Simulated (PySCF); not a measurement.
4,4,4-trifluoro-2-butynenitrile, C₄F₃N.
Geometry (PBE0-D3(BJ)/def2-SVP, Å), atoms numbered from 1 in this order:
```xyz
8
C4F3N angstrom
N      3.6647    0.2750    0.5852
C      2.5201    0.1845    0.4093
C      1.1645    0.0794    0.1992
C     -0.0282   -0.0129    0.0099
C     -1.4833   -0.1073   -0.2146
F     -1.8603   -1.3765   -0.3155
F     -1.8216    0.5219   -1.3342
F     -2.1433    0.4470    0.7947
```

Computed with PySCF at wB97X-D/def2-SVPD, non-relativistic, on one gas-phase PBE0-D3(BJ)/def2-SVP geometry that isn't relaxed in the solvent. The solvent is an IEF-PCM continuum (Bondi radii, 1.10 Å for H, scaled by 1.2). The model holds no explicit solvent molecules, cavitation or dispersion.

Gas phase at wB97X-D/def2-SVPD: HOMO -11.50 eV, LUMO -0.70 eV, dipole 1.58 D.

Problem. What does the continuum do to the energy, the frontier levels and the dipole at wB97X-D/def2-SVPD in chloroform and acetonitrile?

Solution. 
| solvent | ε | E(solvent) − E(gas) (kJ/mol) | polarisation term (kJ/mol) | distortion of the solute (kJ/mol) | HOMO (eV) | LUMO (eV) | dipole (D) |
| --- | --- | --- | --- | --- | --- | --- | --- |
| chloroform | 4.711 | -8.82 | -10.25 | 1.43 | -11.33 | -0.54 | 2.04 |
| acetonitrile | 35.69 | -12.43 | -15.26 | 2.83 | -11.27 | -0.49 | 2.23 |

Polarisation term: ½ Σ q·V over the induced surface charges. Distortion: the rise of the solute's own energy as its density leaves the gas-phase optimum. From chloroform to acetonitrile the lowering changes by a factor 1.41, Onsager's factor (ε − 1)/(2ε + 1) by 1.35 and ε itself by 7.6.

Problem. Which radius a makes the point-dipole formula ΔE = −[(ε − 1)/(2ε + 1)]·μ²/a³ give the value in acetonitrile, with the gas-phase dipole?

Solution. μ = 0.622 au and |ΔE| = 0.00473 Eh give a = 1.80 Å; the farthest nucleus lies 3.72 Å from the centroid of the nuclei, so such a sphere wouldn't even hold the nuclei. The formula assumes a rigid point dipole at the centre of a sphere.

Problem. Give the dipole vector in the frame of the coordinates (D, pointing from negative to positive charge), gas and acetonitrile.

Solution. Gas (-1.56, -0.13, -0.24), solvent (-2.20, -0.18, -0.34). Its length changes by +41 % and its direction by less than 1°.

Problem. How does the static polarisability (wB97X-D/def2-SVPD, frozen core, with the continuum's full static response) change?

Solution. 
| medium | isotropic (au) | principal values (au) | ⟨r²⟩ of the electrons (bohr²) |
| --- | --- | --- | --- |
| gas | 56.4 | 37.8, 37.8, 93.5 | 1180.7 |
| chloroform | 67.3 | 44.2, 44.2, 113.4 | 1182.9 |
| acetonitrile | 71.8 | 47.4, 47.4, 120.7 | 1183.8 |

The isotropic value in acetonitrile is 1.27 times the gas-phase one; no cavity-field correction is applied. ⟨r²⟩ is taken about the centre of nuclear charge.

Note: wB97X-D ran without an empirical dispersion term, which enters the total energy and its gradient alone.
